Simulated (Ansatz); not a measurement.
Consider the atomization: `C[SiH](Cl)Cl` → C• + 2 Cl• + 4 H• + Si•.

Isolated molecules relaxed with PBE0-D4/def2-TZVP in Ansatz; ΔE leaves out vibrations. CCSD(T)/CBS is the MP2 limit (def2-TZVPP, def2-QZVPP) plus CCSD(T) − MP2 in def2-TZVPP, frozen cores. This one scheme is used for every species, atoms too. DFT in def2-TZVPP. B3LYP here is the variant with VWN-RPA as its local correlation; programs differ in this. HSE06 is defined as in plane-wave codes. Open shells (•) are unrestricted, without spin–orbit coupling. Spin–orbit coupling would lower the free atoms: a little for C, Cl, Si.

```csv
level,ΔE (kcal/mol),difference from CCSD(T)/CBS
LDA (SPW92),743.1,78.4
PBE-D4,667.9,3.2
revPBE-D4,654.9,-9.8
BLYP-D4,652.5,-12.2
r2SCAN-D4,667.0,2.3
B97M-V,670.1,5.4
PBE0-D4,663.6,-1.1
B3LYP-D4,658.6,-6.1
r2SCANh-D4,664.5,-0.2
HSE06-D4,664.0,-0.7
BHLYP-D4,648.8,-15.9
CAM-B3LYP-D4,661.1,-3.6
ωB97M-V,667.3,2.6
B2PLYP,653.2,-11.5
revPBE,641.7,-23.0
BLYP,642.1,-22.6
r2SCAN,665.8,1.1
PBE0,659.6,-5.1
B3LYP,650.8,-13.9
r2SCANh,663.3,-1.4
r2SCAN0,659.6,-5.1
HSE06,660.2,-4.5
BHLYP,642.4,-22.3
CAM-B3LYP,656.9,-7.8
LC-ωPBE,657.3,-7.4
HF/def2-SVP,504.6,-160.1
MP2/def2-SVP,626.0,-38.7
CCSD/def2-SVP,613.3,-51.4
CCSD(T)/def2-SVP,618.9,-45.8
HF/def2-TZVPP,508.3,-156.4
MP2/def2-TZVPP,657.3,-7.4
SCS-MP2/def2-TZVPP,652.6,-12.1
CCSD/def2-TZVPP,637.6,-27.1
CCSD(T)/def2-TZVPP,646.2,-18.5
HF/def2-QZVPP,509.2,-155.5
MP2/def2-QZVPP,668.2,3.5
SCS-MP2/def2-QZVPP,664.5,-0.2
HF/CBS(def2),509.4,-155.3
MP2/CBS(def2),675.8,11.1
CCSD/CBS(def2),656.0,-8.7
CCSD(T)/CBS,664.7,0
```

Q: What do rigid-rotor, harmonic-oscillator terms from PBE0-D4/def2-TZVP frequencies (298.15 K, 1 bar) make of the CCSD(T)/CBS value? (Estimate.)

A: The calculation gave: ΔZPE = -30.8 kcal/mol, ΔH = +641.4 kcal/mol, ΔS = 793 J/(mol·K), ΔG = +584.9 kcal/mol. Open shells count their whole term as degenerate.

Largest T1 diagnostic among the species: 0.012.

In def2-TZVPP, CCSD(T) changes the Hartree–Fock value by +137.9 kcal/mol (the triples alone add +8.7 kcal/mol) and MP2 by +149.0 kcal/mol; breaking electron pairs costs correlation energy, which Hartree–Fock lacks. At CCSD(T), def2-SVP lies −45.8 kcal/mol from the extrapolated value and def2-TZVPP −18.5 kcal/mol: correlation converges slowly with the basis, and small sets miss more of it in the bonded molecule than in its fragments. From r2SCAN to r2SCAN0 (25 % exact exchange), in def2-TZVPP and without D4, ΔE moves by −6.3 kcal/mol: exact exchange takes away binding that semilocal exchange gives to molecules.

For atomizations the MP2-based limit and the directly extrapolated one differ by several kJ/mol either way, and by 10 to 25 for some Ge, Se and Sn compounds, so smaller differences from it don't rank the levels.
